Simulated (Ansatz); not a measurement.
A made-up structure of CH$_{2}$SZn, closed shell:

S1  (-1.340, -0.947, -1.034)
C2  (-0.339, -0.736, 0.224)
Zn3  (0.650, 0.926, 0.046)
H4  (1.043, 0.639, 1.497)
H5  (1.348, 2.260, -0.237)
(Å)

It is relaxed with PBE-D4/def2-SVP and then PBE0-D4/def2-TZVP (Ansatz 0.2.0). Atoms count as bonded within 1.22 times the sum of their covalent radii (H–H: 0.88 Å). The end point is not checked to be a true minimum.

Does its bonding change? (Judge from chemistry; the calculation decides.)

The calculation gives: No: no bond forms or breaks.

Where it ends: The first stage lowers the energy by 2.09 eV in 21 steps. It ends as CH₂SZn ([S][C][ZnH2]):
S1  (-1.400, -1.100, -1.252)
C2  (-0.494, -0.377, -0.272)
Zn3  (0.933, 1.035, 0.626)
H4  (1.229, 0.771, 2.133)
H5  (1.093, 1.813, -0.740)
(Å)

Labels in which every atom is bracketed show which atoms are joined, not bond orders.

For scale, one of the runs: PBE0-D4/def2-TZVP relaxation, 128 basis functions, launched by `ansatz run in.yaml --threads 2 --pin off --events-out ev --progress --plain --max-ram 4352MiB`. Hardware: 2 CPU threads of an Arm Neoverse V1, shared host. Wall time about 24 s.
